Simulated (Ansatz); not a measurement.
Z-matrix (Å, degrees):
```
C
O 1 1.397
H 1 1.101 2 112.9
H 1 1.096 2 108.9 3 -119.0
H 1 1.102 2 112.9 3 122.0
Sn 2 1.986 1 119.6 3 -60.5
C 6 2.143 2 106.9 1 60.5
C 6 2.132 2 102.1 1 -179.7
C 6 2.163 2 106.3 1 -60.3
H 7 1.091 6 110.3 2 -63.9
H 7 1.091 6 110.3 2 176.0
H 7 1.091 6 109.7 2 56.1
H 8 1.091 6 110.9 2 -179.5
H 8 1.090 6 109.4 2 -59.3
H 8 1.090 6 109.6 2 60.0
C 9 1.522 6 111.1 2 -177.9
C 9 1.521 6 110.3 2 -52.9
H 9 1.096 6 105.3 2 64.5
H 16 1.094 9 112.4 6 -58.4
H 16 1.095 9 111.5 6 62.5
H 16 1.097 9 110.9 6 -178.5
H 17 1.095 9 111.4 6 -64.4
H 17 1.097 9 110.9 6 176.5
H 17 1.093 9 112.1 6 55.9
```

Total charge 0; spin multiplicity 1. Sn: def2 effective core potential.

Problem. List the PBE/def2-TZVPP orbital energies in eV (Ansatz 0.2.0). (An estimate is asked.)

Solution. Ansatz gave: Occupied: -509.21, -269.53, -269.06, -268.81, -268.68, -268.67, -268.66, -132.48, -88.47, -88.40, -88.38, -25.45, -24.94, -24.92, -24.85, -24.84, -23.43, -19.38, -17.07, -16.91, -16.68, -15.80, -14.13, -11.85, -11.08, -10.67, -10.22, -10.09, -9.90, -9.81, -9.70, -9.63, -9.61, -9.28, -9.04, -8.29, -8.19, -6.87, -6.43, -5.94, -5.38. Lowest empty: -0.50, -0.02, 0.27, 0.50, 0.90, 1.25, 1.68, 1.79.
